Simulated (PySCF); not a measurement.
## Spin-rotation constants: `[H]/N=C(/C)C[C@@H](C)F`, C5H10FN

Geometry:
```json
{"atom": "C1", "x (Å)": "-1.836", "y (Å)": "-1.027", "z (Å)": "0.154"}
{"atom": "C2", "x (Å)": "-1.182", "y (Å)": "0.313", "z (Å)": "0.248"}
{"atom": "N3", "x (Å)": "-1.666", "y (Å)": "1.166", "z (Å)": "1.033"}
{"atom": "C4", "x (Å)": "0.034", "y (Å)": "0.523", "z (Å)": "-0.633"}
{"atom": "C5", "x (Å)": "1.300", "y (Å)": "0.674", "z (Å)": "0.216"}
{"atom": "C6", "x (Å)": "1.658", "y (Å)": "-0.591", "z (Å)": "0.979"}
{"atom": "F7", "x (Å)": "2.350", "y (Å)": "1.000", "z (Å)": "-0.628"}
{"atom": "H8", "x (Å)": "-2.257", "y (Å)": "-1.155", "z (Å)": "-0.842"}
{"atom": "H9", "x (Å)": "-1.105", "y (Å)": "-1.818", "z (Å)": "0.315"}
{"atom": "H10", "x (Å)": "-2.630", "y (Å)": "-1.102", "z (Å)": "0.890"}
{"atom": "H11", "x (Å)": "-1.195", "y (Å)": "2.069", "z (Å)": "1.049"}
{"atom": "H12", "x (Å)": "-0.094", "y (Å)": "1.438", "z (Å)": "-1.218"}
{"atom": "H13", "x (Å)": "0.166", "y (Å)": "-0.311", "z (Å)": "-1.323"}
{"atom": "H14", "x (Å)": "1.204", "y (Å)": "1.524", "z (Å)": "0.905"}
{"atom": "H15", "x (Å)": "0.881", "y (Å)": "-0.811", "z (Å)": "1.705"}
{"atom": "H16", "x (Å)": "2.602", "y (Å)": "-0.452", "z (Å)": "1.500"}
{"atom": "H17", "x (Å)": "1.763", "y (Å)": "-1.427", "z (Å)": "0.291"}
```

Method used: GIAO wB97X-D/pcSseg-1 magnetisability, rotational g tensor and spin-rotation constants, non-relativistic, gas phase in PySCF. Geometry: GFN2-xTB.

Question: Give the nuclear spin-rotation constants along the inertial axes (H = +C I·J) beside the isotropic shieldings.

Answer: Rotational constants 4.5127, 1.5331, 1.4165 GHz. A star marks the isotopologue with that one atom substituted, in its own axes.
```
atom  isotope  Caa (kHz)  Cbb (kHz)  Ccc (kHz)  mean (kHz)  σ (ppm)
  N3      14N      0.781      0.332      0.208       0.440    -79.6
  F7      19F      2.481      0.807      0.858       1.382    374.4
  H8       1H     -0.462     -0.167      0.034      -0.198     29.6
  H9       1H     -0.355      0.014     -0.172      -0.171     29.9
 H10       1H     -0.017     -0.164     -0.103      -0.095     29.7
 H11       1H     -0.192      0.096     -0.110      -0.068     21.7
 H12       1H     -0.481      0.037     -0.139      -0.194     29.2
 H13       1H     -0.506     -0.108     -0.006      -0.207     29.6
 H14       1H     -0.463     -0.067      0.007      -0.174     27.2
 H15       1H     -0.107     -0.155     -0.117      -0.126     30.7
 H16       1H     -0.099     -0.160     -0.096      -0.118     30.1
 H17       1H     -0.541     -0.078     -0.046      -0.222     30.6
  C1     13C*      0.678      0.244      0.260       0.394    153.3
  C2     13C*      2.105      0.601      0.434       1.046      6.5
  C4     13C*      0.770      0.313      0.274       0.452    137.7
  C5     13C*      0.916      0.447      0.378       0.580     94.1
  C6     13C*      0.716      0.201      0.220       0.379    164.0
```
For the geometry as given, no vibrational averaging.

Question: How do the rotational constants and the g tensor change when H8, H9, H10, H11, H12, H13, H14, H15, H16, H17 are replaced by deuterium?

Answer: Constants 3.5202, 1.3697, 1.2550 GHz; g -0.0120, -0.0144, -0.0114, against -0.0147, -0.0161, -0.0131 before.
